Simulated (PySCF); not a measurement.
GeH7NSi, SMILES [SiH3][NH][GeH3]. Geometry optimised at B3LYP-D3(BJ)/def2-SVP. The structure was generated by enumeration, and PubChem lists no compound with its InChIKey, so it may never have been made.

Computed equilibrium geometry at B3LYP-D3(BJ)/def2-SVP (PySCF confirms it by a frequency run) as Cartesian coordinates in Å:
```xyz
10

Si     2.0616     0.2725     0.2463
N      0.6170    -0.3211    -0.5183
Ge    -1.1417    -0.0676    -0.0086
H      3.1603    -0.7328     0.1237
H      2.5810     1.5567    -0.3244
H      1.7445     0.5067     1.6841
H      0.7258    -0.7133    -1.4512
H     -1.9403    -1.3378    -0.3706
H     -1.7873     1.1471    -0.7186
H     -1.1300     0.1675     1.5123
```
